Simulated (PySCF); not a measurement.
**C₆ coefficients of unlike pairs at UHF**

Calculated with PySCF 2.14 from the dipole response of each species, C₆(A,B) = (3/π) ∫ α_A(iu) α_B(iu) du, in atomic units, from isotropic polarisabilities. For ions this is the dispersion term alone; charge-induced terms of lower order in 1/R come first.

```tsv
species	configuration	basis	relativity	α (bohr³)	C₆ (like pair)
Sr	[Kr] 5s2 (1S)	def2-QZVPPD with the def2 core potential (28 electrons) (7s5p4d3f)	core potential	232.5	4059
Zn⁺	[Ar] 3d10 4s1 (2S)	aug-cc-pVDZ-DK (7s6p4d2f)	spin-free X2C	23.73	101.7
Ti⁺	[Ar] 3d2 4s1 (4F)	aug-cc-pVTZ with one added diffuse shell each of s, p, d, f, g type (9s8p6d4f3g)	none	64.62	443.0
Br³⁺	[Ar] 3d10 4s2 4p2 (3P)	def2-TZVPPD (7s6p5d1f)	none	6.511	24.27
```

(1) Estimate C₆ for Br³⁺ with Sr.

No spin-orbit coupling is included.

The other pairs:

```
     pair     C₆
 Ti⁺, Zn⁺  206.0
  Zn⁺, Sr  586.6
Br³⁺, Ti⁺  81.51
Br³⁺, Zn⁺  44.69
  Ti⁺, Sr   1319
```

## Answers

(1) The integral gives 213.3. The combination rule 2 C_A C_B / (C_A α_B/α_A + C_B α_A/α_B) gives 201.0 and the geometric mean 313.9.
